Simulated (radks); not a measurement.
Task: Radial electron density D(r) = 4 pi r^2 rho(r) of an atom or ion with 28 electrons. All-electron calculation, non-relativistic Kohn-Sham, PBEsol, spin-polarised, spherical densities, point nucleus. Program: a radial shooting solver on a logarithmic mesh with Libxc functionals.

r (bohr)  D(r) (e/bohr)
0.005934          5.208
0.007543          7.668
0.009666          11.14
0.01239           15.63
0.01587           21.00
0.02018           26.53
0.02586           31.57
0.03314           34.59
0.04212           34.58
0.05398           31.79
0.06917           28.51
0.08864           28.30
0.1127            32.60
0.1444            38.50
0.1851            39.17
0.2371            31.51
0.3015            21.68
0.3863            17.78
0.495             20.74
0.6344            22.42
0.8064            18.30
1.033             11.16
1.324             5.492
1.684             2.461
2.157            0.9883
2.765            0.3414
3.543           0.09055

What is the nuclear charge?

Result: Z = 29. The innermost maximum, from 1s, lies near 1/Z = 0.0345 bohr (found: 0.0374), and its height grows with Z. The density is that of the copper ion Cu+ in [Ar] 3d(up 5, down 5); the configuration itself is not fixed sharply by these data, and Z only to about a unit. D(r) has 3 maxima, at r = 0.0374, 0.168, 0.605 bohr, and minima at 0.0793, 0.380 bohr, inside which lie 2.10, 10.88 electrons.
